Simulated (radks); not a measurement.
The numbers below are computed, except where a source is named.
Sb3+, configuration [Kr] 4d10 5s2. Code: a radial shooting solver on a logarithmic mesh with Libxc functionals. Model: scalar-relativistic Kohn-Sham, r2SCAN, spin-polarised, spherical densities, finite nucleus; meta-GGA in the generalised Kohn-Sham scheme; Fermi nuclear charge, rms radius 4.6802 fm.

Normalised radial functions P(r) = r R(r), r in bohr:

| r | 4s | 4p | 5s |
|---|---|---|---|
| 0.001722 | 0.0919 | 0.0028 | 0.0349 |
| 0.002611 | 0.1288 | 0.0058 | 0.0489 |
| 0.003957 | 0.1756 | 0.0120 | 0.0666 |
| 0.006047 | 0.2304 | 0.0250 | 0.0874 |
| 0.009167 | 0.2798 | 0.0507 | 0.1062 |
| 0.0139 | 0.2990 | 0.0990 | 0.1134 |
| 0.02106 | 0.2442 | 0.1821 | 0.0925 |
| 0.03219 | 0.0618 | 0.3056 | 0.0231 |
| 0.04879 | -0.2345 | 0.4278 | -0.0894 |
| 0.07397 | -0.4773 | 0.4313 | -0.1808 |
| 0.113 | -0.3193 | 0.1341 | -0.1180 |
| 0.1713 | 0.3348 | -0.4214 | 0.1321 |
| 0.2597 | 0.7382 | -0.6754 | 0.2710 |
| 0.3937 | -0.0171 | -0.0066 | -0.0482 |
| 0.6016 | -1.1740 | 1.0436 | -0.4222 |
| 0.912 | -1.1254 | 1.1467 | -0.0606 |
| 1.382 | -0.3946 | 0.5050 | 0.6489 |
| 2.112 | -0.0462 | 0.0862 | 0.7761 |
| 3.202 | -0.0015 | 0.0050 | 0.3420 |
| 4.854 | 0.0000 | 0.0001 | 0.0490 |

4s: eigenvalue -182.21 eV, 3 radial nodes at r = 0.0355, 0.142, 0.391 bohr, <r> = 0.792 bohr, 90 % of the charge inside 1.14 bohr. 4p: eigenvalue -134.06 eV, 2 radial nodes at r = 0.126, 0.395 bohr, <r> = 0.853 bohr, 90 % of the charge inside 1.25 bohr. 5s: eigenvalue -39.038 eV, 4 radial nodes at r = 0.0354, 0.141, 0.378, 0.944 bohr, <r> = 2.02 bohr, 90 % of the charge inside 2.91 bohr.
